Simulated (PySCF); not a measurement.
In(H)(F)(OH) (FH₂InO), SMILES [OH][InH][F].

Geometry optimised at B3LYP-D3(BJ)/def2-TZVP. The def2 effective core potentials stand for the cores of In; spin–orbit coupling is left out. One conformer was computed; it need not be the lowest.

Calculation: B3LYP-D3(BJ)/def2-TZVP (PySCF).

Frequencies are harmonic and unscaled.

```
mode  ν (cm⁻¹)  IR (km/mol)  moving atoms (share of kinetic energy)
----  --------  -----------  --------------------------------------
1          138         28.3                 F 41 %, O 39 %, In 13 %
2          351        158.6                          H 83 %, O 12 %
3          404         93.3                                  H 92 %
4          431          0.4                                  H 97 %
5          569         58.5                         F 84 %, In 12 %
6          609         55.1                         O 85 %, In 11 %
7          840         76.9                                  H 92 %
8         1913         64.2                                  H 99 %
9         3809         59.6                                  H 94 %
```
